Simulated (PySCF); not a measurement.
**`C[SiH2]CC[C@H](C)F`, C5H13FSi**

Geometry (Å), atoms numbered from 1 in this order:
```xyz
20

C    -3.5917    0.2488   -0.3466
Si   -2.0263   -0.4738    0.4430
C    -0.5004    0.2400   -0.4426
C     0.8120   -0.2478    0.1601
C     2.0314    0.3480   -0.5386
C     3.3451   -0.1902    0.0067
F     2.0181    1.7245   -0.3646
H    -3.6228    1.3300   -0.2458
H    -4.4834   -0.1497    0.1266
H    -3.6506    0.0162   -1.4061
H    -1.9720   -0.1280    1.8695
H    -2.0201   -1.9388    0.3130
H    -0.5176    1.3302   -0.3961
H    -0.5221   -0.0239   -1.5023
H     0.8544    0.0252    1.2159
H     0.8766   -1.3344    0.0895
H     1.9677    0.1946   -1.6245
H     3.4021   -0.0107    1.0776
H     4.1825    0.3081   -0.4752
H     3.4118   -1.2577   -0.1796
```

Computed, not measured: GIAO BHandHLYP/pcSseg-1 magnetisability, rotational g tensor and spin-rotation constants, non-relativistic, gas phase (PySCF). Geometry: GFN2-xTB.

(1) How diamagnetic is it, and how anisotropic?

(2) Split it along the inertial axes a, b, c into diamagnetic and paramagnetic parts about the centre of mass, with the quadrupole moment.

(3) And the rotational g tensor?

Results:

(1) Isotropic -1448 × 10⁻³⁰ J/T², or -87.2 × 10⁻⁶ cm³/mol; principal values -1494, -1458, -1394 × 10⁻³⁰ J/T², anisotropy 87 × 10⁻³⁰ J/T² (root of half the summed squared differences of the principal values). The susceptibility is in cgs units.

(2) 
```tsv
axis	χ (10⁻⁶ cm³/mol)	diamagnetic (10⁻⁶ cm³/mol)	paramagnetic (10⁻⁶ cm³/mol)	summed x² of all electrons (Å²)	quadrupole Θ (D Å)
a	-88.6	-345.1	256.5	385.1	+1.07
b	-87.5	-1745.1	1657.5	55.1	-2.84
c	-85.5	-1867.8	1782.2	26.2	+1.77
```
Anisotropies 2χaa − χbb − χcc = -4.2 and 2χbb − χaa − χcc = -1.0 × 10⁻⁶ cm³/mol. Θ is traceless in Buckingham's convention.

(3) 
```
axis  rotational constant (GHz)        g  nuclear part  electronic part
   a                     5.5671  -0.0209        0.6499          -0.6708
   b                     0.7503  -0.0024        0.5819          -0.5843
   c                     0.6954  -0.0038        0.5785          -0.5822
```
Asymmetric top; isotopes 12C, 19F, 1H, 28Si; no vibrational averaging.
